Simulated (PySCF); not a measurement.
# Radial density of Cr³⁺ (chromium, charge +3)

UHF, [Ar] 3d3, high-spin 4F determinant. Computed with PySCF 2.14 in cc-pVDZ-DK, with scalar relativity by spin-free X2C-1e.

| r (bohr) | 4πr²ρ (e/bohr) | 4πr²(ρα − ρβ) |
| --- | --- | --- |
| 0.000867 | 0.1252 | 0.0000 |
| 0.00146 | 0.3202 | 0.0000 |
| 0.00245 | 0.8056 | 0.0000 |
| 0.00413 | 1.972 | 0.0000 |
| 0.00694 | 4.611 | 0.0000 |
| 0.0117 | 9.931 | 0.0001 |
| 0.0196 | 18.53 | 0.0002 |
| 0.0330 | 27.14 | 0.0003 |
| 0.0556 | 27.53 | 0.0011 |
| 0.0935 | 21.90 | 0.0084 |
| 0.157 | 28.34 | 0.0687 |
| 0.264 | 27.50 | 0.4266 |
| 0.445 | 10.75 | 1.5793 |
| 0.748 | 13.01 | 2.7248 |
| 1.26 | 6.298 | 1.7350 |
| 2.12 | 0.5636 | 0.3274 |
| 3.56 | 0.01014 | 0.0100 |
| 5.99 | 7.953e-05 | 0.0001 |

Densities and radii are taken from the X2C orbitals without a picture-change correction, which distorts them close to the nucleus.
